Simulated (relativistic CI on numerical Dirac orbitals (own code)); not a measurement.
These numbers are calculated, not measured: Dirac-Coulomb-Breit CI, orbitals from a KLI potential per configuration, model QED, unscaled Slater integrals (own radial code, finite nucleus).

Configurations in the expansion (outside the closed core 1s2): 2s2.2p4, 2s.2p5, 2p6, 2p5.3s, 2p5.3p, 2p5.3d, 2s2.2p3.3s, 2s2.2p3.3p, 2s2.2p3.3d, 2s.2p4.3s, 2s.2p4.3p, 2s.2p4.3d, 2s2.2p3.4s, 2s2.2p3.4p, 2s2.2p3.4d, 2s2.2p3.4f, 2s.2p4.4s, 2s.2p4.4p, 2s.2p4.4d, 2s.2p4.4f, 2s2.2p2.3s2, 2s2.2p3.5s, 2s2.2p2.3s.3p, 2s2.2p3.5p, 2s2.2p3.5d, 2s2.2p3.5f, 2s2.2p3.5g, 2s2.2p2.3p2, 2s2.2p2.3s.3d, 2s2.2p2.3p.3d, 2s.2p3.3s2, 2s2.2p2.3d2, 2s.2p3.3s.3p, 2s.2p3.3p2, 2s.2p3.3s.3d, 2s.2p4.5s. Levels of other configurations are missing.

At this charge energies of transitions that change n are usually good to better than 1 %, and those within a shell (Δn = 0) to a few per cent.

Outline of the computed level scheme of Tc XXXVI. Lowest level of each configuration: 2s2.2p4 3P_2 at 0.00 eV; 2s.2p5 3P°_2 at 313.96 eV; 2p6 1S_0 at 695.03 eV; 2s2.2p3.3s 3P°_2 at 2698.29 eV; 2s2.2p3.3p 5P_1 at 2754.91 eV; 2s2.2p3.3d 3D°_2 at 2853.44 eV.

Some strong electric-dipole decays among the lowest 45 levels: 2s2.2p3.3d 3D°_3 → 2s2.2p4 3P_2 (1.8e+14 s⁻¹); 2s2.2p3.3d 3D°_1 → 2s2.2p4 1S_0 (1.1e+14 s⁻¹); 2s2.2p3.3d 3D°_2 → 2s2.2p4 3P_2 (7.9e+13 s⁻¹); 2s2.2p3.3d 5D°_1 → 2s2.2p4 3P_2 (2.3e+13 s⁻¹); 2s2.2p3.3s 1D°_2 → 2s2.2p4 1D_2 (1.8e+13 s⁻¹); 2s2.2p3.3s 3S°_1 → 2s2.2p4 3P_2 (1.7e+13 s⁻¹); 2s2.2p3.3s 3S°_1 → 2s2.2p4 3P_1 (1.7e+13 s⁻¹); 2s2.2p3.3s 3D°_3 → 2s2.2p4 3P_2 (1.3e+13 s⁻¹).

LS names give the leading component of a level, which can be under half, so a name can repeat, a term be missing and a line seem to break the LS rules.
